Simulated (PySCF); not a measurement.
```xyz
3

B     -0.1387     0.0388     0.0000
S      1.4335    -0.2460     0.0000
H     -1.2948     0.2482     0.0000
```

Charge 0, multiplicity 1.

**Question.** Give the Mulliken and meta-Löwdin atomic charges from PBE0-D4/def2-TZVP run with PySCF.

**Answer.** 
```json
[
 {"atom": "B1", "Mulliken (e)": "-0.02", "meta-Löwdin (e)": "-0.07"},
 {"atom": "S2", "Mulliken (e)": "-0.09", "meta-Löwdin (e)": "0.01"},
 {"atom": "H3", "Mulliken (e)": "0.10", "meta-Löwdin (e)": "0.07"}
]
```
